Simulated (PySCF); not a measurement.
Al(OMe)2(OiPr), SMILES [O](C)[Al]([O]C(C)C)[O]C (GFN2-xTB optimised geometry):

```
22

Al     0.307     0.084     0.000
O      1.966     0.084     0.000
C      3.197     0.747     0.006
H      3.763     0.449     0.893
H      3.763     0.467    -0.888
H      3.069     1.831     0.016
O     -0.505    -1.366    -0.003
C     -0.473    -2.764    -0.016
H      0.550    -3.144    -0.032
H     -0.977    -3.145     0.877
H     -0.998    -3.127    -0.904
O     -0.513     1.525     0.000
C     -1.775     2.125     0.072
C     -2.228     2.206     1.527
C     -2.786     1.358    -0.771
H     -1.660     3.145    -0.330
H     -2.314     1.198     1.927
H     -3.189     2.709     1.601
H     -1.495     2.751     2.115
H     -2.448     1.319    -1.804
H     -2.856     0.341    -0.392
H     -3.763     1.833    -0.732
```

Method: CAM-B3LYP/def2-SVP (PySCF).

What are the frontier orbital energies and the dipole moment?

HOMO-2 -9.04 eV, HOMO-1 -9.00 eV, HOMO -8.97 eV, LUMO 1.26 eV, LUMO+1 2.30 eV; dipole moment 0.19 D.

On the same geometry PBE/def2-SVP (PySCF) gives HOMO-2 -6.04 eV, HOMO-1 -6.01 eV, HOMO -5.96 eV, LUMO -0.54 eV, LUMO+1 0.55 eV; dipole moment 0.17 D.

Meta-Löwdin charges at CAM-B3LYP/def2-SVP: Al1 1.16, O2 -0.62, C3 -0.04, H4 0.09, H5 0.09, H6 0.09, O7 -0.62, C8 -0.04, H9 0.09, H10 0.09, H11 0.09, O12 -0.63, C13 0.19, C14 -0.29, C15 -0.30, H16 0.08, H17 0.09, H18 0.09, H19 0.10, H20 0.09, H21 0.10, H22 0.09.
